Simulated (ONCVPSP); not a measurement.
Pseudopotential generation for Al: ONCV, LDA (Perdew-Zunger), scalar-relativistic.

The input file (ONCVPSP 4.0.1):

```
# ATOM AND REFERENCE CONFIGURATION
# atsym  z   nc   nv     iexc    psfile
  Al 13.00    3    1        3      upf
#
#   n    l    f
    1    0    2.00
    2    0    2.00
    2    1    6.00
    3    0    2.00
#
# PSEUDOPOTENTIAL AND OPTIMIZATION
# lmax
    2
#
#   l,   rc,      ep,       ncon, nbas, qcut
    0    1.75    0.00    3    6    3.80
    1    1.50    0.30    3    6    6.40
    2    1.50    0.11    3    7    6.50
#
# LOCAL POTENTIAL
# lloc, lpopt,  rc(5),   dvloc0
    1    5    1.50    0.00
#
# VANDERBILT-KLEINMAN-BYLANDER PROJECTORs
# l, nproj, debl
    0    2    1.50
    1    0    2.40
    2    2    1.00
#
# MODEL CORE CHARGE
# icmod, fcfact, rcfact
    1    0.15    0.00
#
# LOG DERIVATIVE ANALYSIS
# epsh1, epsh2, depsh
   -2.00    5.00    0.02
#
# OUTPUT GRID
# rlmax, drl
    6.00    0.01
#
# TEST CONFIGURATIONS
# ncnf
    4
# nvcnf
#   n    l    f
    2
    3    0    2.00
    3    1    1.00
#
    1
    3    0    1.00
#
    2
    3    0    2.00
    3    1    0.50
#
    2
    3    0    0.00
    3    1    3.00
#
```

Command:

```bash
oncvpsp.x < Al.dat > Al.out
```

Output (shortened: citation, most of the input echo, consistency checks and plot data are left out):

```
ONCVPSP  (Optimized Norm-Conservinng Vanderbilt PSeudopotential)
scalar-relativistic version 4.0.1

#   n    l    f        energy (Ha)
    1    0    2.00    -5.5595330E+01
    2    0    2.00    -4.2578820E+00
    2    1    6.00    -2.8697501E+00
    3    0    2.00    -5.4842895E-01

Reference configufation results
  iterations    26
  all-electron total energy (Ha)   -2.41548964D+02

Begin loop to  construct optimized pseudo wave functions
and semi-local pseudopoentials for all angular momenta

   Wellstate for l =  0  n =  5
     eigenvalue =   0.9516
     asymptotic potential =   1.4516
     half-point radius =  4.9877

Calculating optimized projector #   1

 for l=   0

    Fraction of norm inside rc  0.251673
    Optimizing pswf for qcut=   3.80 a_B^-1,  ecut=   7.24 Ha
    Residual kinetic energy error=  2.22D-04 Ha

    Energy error per electron        Cutoff
         Ha          eV             Ha
         0.01000     0.27211        3.84
         0.00100     0.02721        6.01
         0.00010     0.00272        9.37
         0.00001     0.00027       24.26

Calculating optimized projector #   2

 for l=   0

    Fraction of norm inside rc  0.100848
    Optimizing pswf for qcut=   3.80 a_B^-1,  ecut=   7.24 Ha
    Residual kinetic energy error=  9.65D-04 Ha

    Energy error per electron        Cutoff
         Ha          eV             Ha
         0.01000     0.27211        4.86
         0.00100     0.02721        7.48
         0.00010     0.00272       40.39
         0.00001     0.00027       67.07

   Wellstate for l =  1  n =  4
     eigenvalue =   0.3000
     asymptotic potential =   0.8000
     half-point radius =  5.0825

Calculating optimized projector #   1

 for l=   1

    Fraction of norm inside rc  0.083702
    Optimizing pswf for qcut=   6.39 a_B^-1,  ecut=  20.42 Ha
    Residual kinetic energy error=  8.64D-05 Ha

    Energy error per electron        Cutoff
         Ha          eV             Ha
         0.01000     0.27211        2.22
         0.00100     0.02721       12.16
         0.00010     0.00272       20.11
         0.00001     0.00027       66.50

   Wellstate for l =  2  n =  3
     eigenvalue =   0.1100
     asymptotic potential =   0.6100
     half-point radius =  3.5072

   Wellstate for l =  2  n =  4
     eigenvalue =   1.1100
     asymptotic potential =   1.6100
     half-point radius =  3.5285

Calculating optimized projector #   1

 for l=   2

    Fraction of norm inside rc  0.098821
    Optimizing pswf for qcut=   6.50 a_B^-1,  ecut=  21.14 Ha
    Residual kinetic energy error=  4.73D-05 Ha

    Energy error per electron        Cutoff
         Ha          eV             Ha
         0.01000     0.27211        8.17
         0.00100     0.02721       14.37
         0.00010     0.00272       19.48
         0.00001     0.00027       55.07

Calculating optimized projector #   2

 for l=   2

    Fraction of norm inside rc  0.175595
    Optimizing pswf for qcut=   6.50 a_B^-1,  ecut=  21.14 Ha
    Residual kinetic energy error=  2.84D-04 Ha

    Energy error per electron        Cutoff
         Ha          eV             Ha
         0.01000     0.27211       12.68
         0.00100     0.02721       18.46
         0.00010     0.00272       23.81
         0.00001     0.00027       56.22

Construct Vanderbilt / Kleinmman-Bylander projectors

B matrix Hermiticity error, ll=   0
   1   2   -4.6302E-05

  Orthonormal projector coefficients  3.7279E+00  2.6302E+00

B matrix Hermiticity error, ll=   2
   1   2    1.7603E-05

  Orthonormal projector coefficients -3.8973E+00 -1.5277E+00

Model core correction analysis
  based on d2Exc/dn_idn_j

d2excae - all-electron derivatives

   -1.028839D-02

d2excps - pseudofunction derivatives with no core correction

   -1.763506D-02

rms 2nd derivative error    7.346671E-03

Polynomial model core charge

d2excps - pseudofunction derivatives with core correction

   -1.142382D-02

rms 2nd derivative error    1.135438E-03

Pseudoatom total energy   -1.756580

Diagnostic tests using Vanderbilt-Kleinman-Bylander pseudopotentials
  1 or more projectors used as specified by nproj input data

   l    rcore       rmatch      e in        delta e   norm test  slope test

   0   1.7506772   1.8038316  -0.5484289  -0.0000011   1.0000024   0.9999979
   0   1.7506772   1.8038316   0.9515711   0.0001439   1.0000973   1.0000973

   1   1.5074974   1.5532683   0.3000000  -0.0001041   0.9999786   0.9999786

   2   1.5074974   1.5532683   0.1100000   0.0000142   1.0000569   1.0000569
   2   1.5074974   1.5532683   1.1100000   0.0000102   1.0000854   1.0000854

 Testing for bound ghosts
   n   l    E NL Schr. Eq   E Basis Diag.   E Cutoff

   1   0       -0.548430       -0.538307     40.56

   3   2       -0.114570        0.075279    112.41

 Testing for highly-localized positive-energy ghosts
       l    <radius>/rc     E Basis Diag.   E Cutoff

Test configuration 0

   n   l     f        eae           eps        diff
   1   0  2.0000  -55.59533003
   2   0  2.0000   -4.25788200
   2   1  6.0000   -2.86975012
   3   0  2.0000   -0.54842895   -0.54843007   -1.12D-06

    Total energies and differences
      AE_ref= -2.41548964D+02  AE_tst= -2.41548964D+02  dif=  0.00D+00
      PS_ref= -1.75658018D+00  PS_tst= -1.75658018D+00  dif= -6.66D-16
      PSP excitation error=  6.66D-16

Test configuration 1

   n   l     f        eae           eps        diff
   1   0  2.0000  -55.28208704
   2   0  2.0000   -3.95038460
   2   1  6.0000   -2.56184968
   3   0  2.0000   -0.28795680   -0.28725871    6.98D-04
   3   1  1.0000   -0.10248945   -0.10418361   -1.69D-03

    Total energies and differences
      AE_ref= -2.41548964D+02  AE_tst= -2.41763826D+02  dif= -2.15D-01
      PS_ref= -1.75658018D+00  PS_tst= -1.97384346D+00  dif= -2.17D-01
      PSP excitation error=  2.40D-03

Test configuration 2

   n   l     f        eae           eps        diff
   1   0  2.0000  -56.06073580
   2   0  2.0000   -4.70923480
   2   1  6.0000   -3.32102911
   3   0  1.0000   -0.87962415   -0.87919092    4.33D-04

    Total energies and differences
      AE_ref= -2.41548964D+02  AE_tst= -2.40836863D+02  dif=  7.12D-01
      PS_ref= -1.75658018D+00  PS_tst= -1.04464924D+00  dif=  7.12D-01
      PSP excitation error=  1.70D-04

Test configuration 3

   n   l     f        eae           eps        diff
   1   0  2.0000  -55.42549672
   2   0  2.0000   -4.09181192
   2   1  6.0000   -2.70343437
   3   0  2.0000   -0.41099004   -0.41083014    1.60D-04
   3   1  0.5000   -0.21256793   -0.21502296   -2.46D-03

    Total energies and differences
      AE_ref= -2.41548964D+02  AE_tst= -2.41685733D+02  dif= -1.37D-01
      PS_ref= -1.75658018D+00  PS_tst= -1.89469650D+00  dif= -1.38D-01
      PSP excitation error=  1.35D-03

Test configuration 4

   n   l     f        eae           eps        diff
   1   0  2.0000  -55.40980826
   2   0  2.0000   -4.07561101
   2   1  6.0000   -2.68590262
   3   1  3.0000   -0.14499056   -0.14630259   -1.31D-03

    Total energies and differences
      AE_ref= -2.41548964D+02  AE_tst= -2.41377759D+02  dif=  1.71D-01
      PS_ref= -1.75658018D+00  PS_tst= -1.59254289D+00  dif=  1.64D-01
      PSP excitation error=  7.17D-03
```

The run took about 1.9 s on one core of a shared server CPU.
